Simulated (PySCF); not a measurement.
Si(H)(Cl)(OH)2, SMILES O[SiH](O)Cl (H₃ClO₂Si), B3LYP/def2-SVP optimised geometry.

```
7

Si    -0.75    -0.73     0.00
O     -1.29     0.82     0.00
O      0.90    -0.73     0.00
Cl    -1.37    -1.77    -1.70
H     -1.35    -1.37     1.18
H     -0.89     1.44    -0.63
H      1.35    -1.44    -0.47
```

Density from B3LYP/def2-TZVP in PySCF at that geometry.

Minimum of the electron density along straight lines between bonded atoms, close to the bond critical point (lines longer than 1.1 times the sum of covalent radii, or with two minima, are not listed):

| bond | length / Å | ρ at the minimum / e bohr⁻³ | ∇²ρ there / e bohr⁻⁵ | position (fraction from the first atom) |
|---|---|---|---|---|
| Si1–O2 | 1.645 | 0.141 | 0.81 | 0.41 |
| Si1–O3 | 1.654 | 0.138 | 0.77 | 0.41 |
| Si1–Cl4 | 2.086 | … | … | 0.36 |
| Si1–H5 | 1.472 | 0.131 | … | 0.49 |
| O2–H6 | 0.965 | 0.350 | -2.37 | 0.81 |
| O3–H7 | 0.964 | 0.351 | -2.37 | 0.81 |

### Question
Fill in the missing entries.

### Answer

- Si1–Cl4, ρ at the minimum / e bohr⁻³: 0.095
- Si1–Cl4, ∇²ρ there / e bohr⁻⁵: 0.18
- Si1–H5, ∇²ρ there / e bohr⁻⁵: 0.12
